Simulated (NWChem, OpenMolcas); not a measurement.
# How basis sets differ on GaPH4 (SMILES [PH2][GaH2])

GaPH4 has 6 atoms, charge 0, and is taken as a singlet. As SMILES, `[PH2][GaH2]`. The shape comes from GFN2-xTB, which is rough for such elements, and wasn't checked as a minimum.

```
atom    x (Å)    y (Å)    z (Å)
   P  -0.6691  -1.3339   0.2509
  Ga  -0.0657   0.9092   0.0600
   H   0.5938  -1.6248   0.7923
   H  -0.2039  -1.5647  -1.0529
   H   0.7024   1.5628  -1.1804
   H  -0.3575   2.0514   1.1300
```

Each level gives the HOMO–LUMO gap (eV). The values are calculated.

| level | kind | program | value (eV) | CPU time |
| --- | --- | --- | --- | --- |
| HF/STO-3G | Hartree–Fock | OpenMolcas | 11.58 | 3.6 s |
| HF/3-21G | Hartree–Fock | NWChem | 10.61 | 4.8 s |
| HF/def2-SVP | Hartree–Fock | OpenMolcas | 10.88 | 4.8 s |
| HF/cc-pVTZ | Hartree–Fock | OpenMolcas | 10.79 | 22 s |

All-electron rows without a relativistic Hamiltonian named are non-relativistic. The values span 10.61 to 11.58 eV. A Hartree–Fock LUMO above zero doesn't converge with the basis: it sinks as sets grow more diffuse. Orbital gaps aren't excitation energies. CPU times are rough (shared hosts, several kinds of processor): they show what a rung costs within a factor of a few.
